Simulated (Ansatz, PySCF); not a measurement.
Caution: the highest occupied level lies above zero, so the state may not be bound. This singlet lies 1.42 eV below the relaxed triplet at the level frozen-core CCSD(T)/aug-cc-pVTZ // B3LYP-D3(BJ)/def2-TZVPD (Ansatz, an electronic-structure program).

B3LYP has the VWN-RPA correlation part, as in Gaussian. 

**HBFS, SMILES `S[B-]F` (lower singlet; F–B–S–H torsion 180°) (charge -1, multiplicity 1)**

Computed with B3LYP-D3(BJ)/def2-TZVPD run with PySCF 2.14.0.

```json
{
 "HOMO": "0.47 eV",
 "total_energy": "-523.6220 Ha",
 "cost": "roughly 14 core-seconds"
}
```

```xyz
4

F     -1.8160    -0.0173     0.2740
B     -0.7514     0.0769    -0.5730
S      0.8338    -0.0864     0.6415
H      1.7336     0.0269    -0.3425
```
Charge -1, spin multiplicity 1.
